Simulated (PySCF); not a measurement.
Vertical excitations of a molecule C2H5FOSi2 from TDA-PBE/def2-SVPD (PySCF 2.14.0), as energy in eV (oscillator strength): 2.68 (0.001), 4.19 (0.004), 4.78 (0.027), 4.97 (0.013), 5.11 (0.025), 5.42 (0.022), 5.60 (0.059), 5.79 (0.018), 5.93 (0.002), 6.24 (0.052). Lowest triplet (TDA): 2.14 eV. Coordinates come from a B3LYP-D3(BJ)/def2-SVP optimisation. The values are those of a single conformer.

Problem. Identify the compound among the candidates.
A. F[Si@@H]1C=CO[SiH2]1
B. O=C1C[Si@@H](F)[SiH2]1
C. O[Si@@H](F)C#C[SiH3]
D. O=C1C[SiH2][Si@@H]1F

Solution. D, O=C1C[SiH2][Si@@H]1F
